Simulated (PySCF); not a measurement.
Positional isomers: propene cyano+boryl. Gas-phase values, no solvent. One relaxed conformer stands for each flexible species; it need not be the lowest. Strings in code marks are SMILES.

The four lowest singlet excitations (Tamm–Dancoff). Computed with CAM-B3LYP-D3(BJ)/def2-TZVP run with PySCF. Excitations are Tamm–Dancoff values on a coarser integration grid. The basis has no diffuse functions, so Rydberg states are missing or too high.

```json
[
 {"state": "S1", "energy (eV)": "5.19", "wavelength (nm)": "239", "oscillator strength": "0.000"},
 {"state": "S2", "energy (eV)": "5.51", "wavelength (nm)": "225", "oscillator strength": "0.005"},
 {"state": "S3", "energy (eV)": "5.53", "wavelength (nm)": "224", "oscillator strength": "0.432"},
 {"state": "S4", "energy (eV)": "5.95", "wavelength (nm)": "208", "oscillator strength": "0.001"}
]
```

**Question.** Name which member gives these states.
A. `B/C=C/CC#N`
B. `BCC(=C)C#N`
C. `B/C=C(/C)C#N`
D. `BC/C=C/C#N`

**Answer.** C, `B/C=C(/C)C#N`
